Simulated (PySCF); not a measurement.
A calculated (PBE, PySCF 2.14, cc-pVDZ, no relativity, point nucleus) atom or ion has these occupied shells.

| shell | electrons | orbital energy (eV) | rms radius, mean of both spins (bohr) |
| --- | --- | --- | --- |
| 1s α | 1 | -401.84 | 0.267 |
| 1s β | 1 | -400.67 | 0.267 |
| 2s α | 1 | -33.665 | 1.38 |
| 2s β | 1 | -30.181 | 1.38 |
| 2p α | 2 | -22.076 | 1.41 |

Q: Name the element and its charge.

A: N⁺ (nitrogen, charge +1), in [He] 2s2 2p2, high-spin 3P determinant.
